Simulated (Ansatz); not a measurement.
Basis-set extrapolation for CH₇BN₂O, SMILES `NB(N)CO` (PBE0-D4/def2-TZVP geometry, frozen core, the Gaussian-basis code of Ansatz). Multiplicity 1, RHF reference.

```
                      def2-TZVPP   def2-QZVPP
                 HF  -250.582273  -250.594551
    MP2 correlation    -0.941487    -1.009765
CCSD(T) correlation    -1.011493      not run
```

Energies in hartree. Use E(X) = E(∞) + A·exp(−7.88·√X) for Hartree–Fock and E(X) = E(∞) + B·X^(−2.97) for correlation, with X = 3 and 4, and add CCSD(T) minus MP2 of the smaller set to the MP2 limit.

**Question.** What is the CCSD(T) energy at the basis-set limit?

**Answer.** HF limit: -250.594551 + (-0.012278) × 0.13774 = -250.59624. MP2 limit: -1.009765 + (-0.068278) × 0.74074 = -1.06034. Higher-order term: -1.011493 − (-0.941487) = -0.07001. Total: -251.72659 hartree, 348.7 kJ/mol below CCSD(T)/def2-TZVPP.
